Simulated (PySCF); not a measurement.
Be(Et) (C2H5Be), SMILES C[CH2][Be], multiplicity 2.

Geometry optimised at r2SCAN-D4/def2-TZVP. The multiplicity is an assumed one; other spin states were not compared. The isomer is the one that the SMILES or the coordinates give; other isomers of the formula were not compared.

These are r2SCAN-D4/def2-TZVP in PySCF values and carry that method's errors.

No scaling factor is applied to the harmonic values.

Computed normal modes with their intensities:
```json
[
 {"mode": "1", "ν (cm⁻¹)": "205", "IR (km/mol)": "0.1", "moving atoms (share of kinetic energy)": "H 81 %, Be 10 %, C 9 %"},
 {"mode": "2", "ν (cm⁻¹)": "232", "IR (km/mol)": "0.0", "moving atoms (share of kinetic energy)": "C 42 %, Be 41 %, H 17 %"},
 {"mode": "3", "ν (cm⁻¹)": "528", "IR (km/mol)": "1.8", "moving atoms (share of kinetic energy)": "H 78 %, C 17 %"},
 {"mode": "4", "ν (cm⁻¹)": "793", "IR (km/mol)": "17.9", "moving atoms (share of kinetic energy)": "Be 60 %, C 27 %, H 13 %"},
 {"mode": "5", "ν (cm⁻¹)": "907", "IR (km/mol)": "1.1", "moving atoms (share of kinetic energy)": "H 94 %"},
 {"mode": "6", "ν (cm⁻¹)": "941", "IR (km/mol)": "10.0", "moving atoms (share of kinetic energy)": "H 91 %, C 9 %"},
 {"mode": "7", "ν (cm⁻¹)": "1002", "IR (km/mol)": "14.6", "moving atoms (share of kinetic energy)": "C 78 %, H 17 %"},
 {"mode": "8", "ν (cm⁻¹)": "1209", "IR (km/mol)": "1.3", "moving atoms (share of kinetic energy)": "H 60 %, C 39 %"},
 {"mode": "9", "ν (cm⁻¹)": "1246", "IR (km/mol)": "0.0", "moving atoms (share of kinetic energy)": "H 76 %, C 24 %"},
 {"mode": "10", "ν (cm⁻¹)": "1401", "IR (km/mol)": "3.6", "moving atoms (share of kinetic energy)": "H 84 %, C 16 %"},
 {"mode": "11", "ν (cm⁻¹)": "1422", "IR (km/mol)": "5.1", "moving atoms (share of kinetic energy)": "H 93 %"},
 {"mode": "12", "ν (cm⁻¹)": "1496", "IR (km/mol)": "2.3", "moving atoms (share of kinetic energy)": "H 96 %"},
 {"mode": "13", "ν (cm⁻¹)": "1506", "IR (km/mol)": "7.7", "moving atoms (share of kinetic energy)": "H 97 %"},
 {"mode": "14", "ν (cm⁻¹)": "2979", "IR (km/mol)": "18.1", "moving atoms (share of kinetic energy)": "H 95 %"},
 {"mode": "15", "ν (cm⁻¹)": "3016", "IR (km/mol)": "7.1", "moving atoms (share of kinetic energy)": "H 91 %, C 9 %"},
 {"mode": "16", "ν (cm⁻¹)": "3017", "IR (km/mol)": "50.7", "moving atoms (share of kinetic energy)": "H 97 %"},
 {"mode": "17", "ν (cm⁻¹)": "3078", "IR (km/mol)": "28.7", "moving atoms (share of kinetic energy)": "H 91 %, C 9 %"},
 {"mode": "18", "ν (cm⁻¹)": "3093", "IR (km/mol)": "35.5", "moving atoms (share of kinetic energy)": "H 91 %, C 9 %"}
]
```
